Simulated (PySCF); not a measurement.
## Ti+ (titanium, charge +1) across methods

[Ar] 3d2 4p1, one real determinant (an excited configuration). Calculation: PySCF 2.14, in x2c-QZVPPall with one added diffuse shell each of s, p, d, f, g type (12s8p6d4f3g, 121 functions); scalar relativity by spin-free X2C-1e.

```csv
method,E (hartree),mean ε 3p β (eV),mean ε 3d α (eV),mean ε 4p α (eV),Σ⟨r²⟩ (bohr²),⟨S²⟩
PBEsol,-852.144,-46.000,-13.423,-7.757,33.62,3.750
LC-wPBE,-853.181,-51.445,-18.275,-9.928,33.90,3.751
r2SCAN,-853.313,-46.849,-13.943,-7.806,33.69,3.751
PBE0,-853.156,-48.647,-15.395,-8.289,33.89,3.751
UHF,-852.42507,-55.162,-20.560,-9.388,35.25,3.753
PBE,-853.121,-46.062,-13.523,-7.794,33.72,3.750
LDA,-851.240,-46.154,-13.501,-7.806,33.50,3.750
```

⟨L²⟩ = 13.95 against 20 for a pure G term, so this real determinant mixes terms.
